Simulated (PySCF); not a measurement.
CuI, SMILES [I][Cu], multiplicity 1.

The structure is a stationary point at PBE0-D3(BJ)/def2-TZVP. The spin state was assumed, not searched. The def2 effective core potentials stand for the cores of I; spin–orbit coupling is left out.

Vertical ionisation energy (IE) and electron affinity (EA) in eV. Rows of orbital energies are one-electron estimates. Where ΔSCF, EOM or ADC give a negative EA the extra electron is unbound and the value depends on the basis.

```csv
level,IE,EA
"−ε(HOMO), −ε(LUMO), r2SCAN/def2-TZVPD (PySCF)",?,?
"−ε(HOMO), −ε(LUMO), HF/def2-TZVPD (PySCF)",9.02,0.40
```

**Question.** Some entries are withheld; supply them. (The exact figures need the calculation; the answer reports its results.)

**Answer.** 
- −ε(HOMO), −ε(LUMO), r2SCAN/def2-TZVPD (PySCF), IE: 5.90
- −ε(HOMO), −ε(LUMO), r2SCAN/def2-TZVPD (PySCF), EA: 3.55
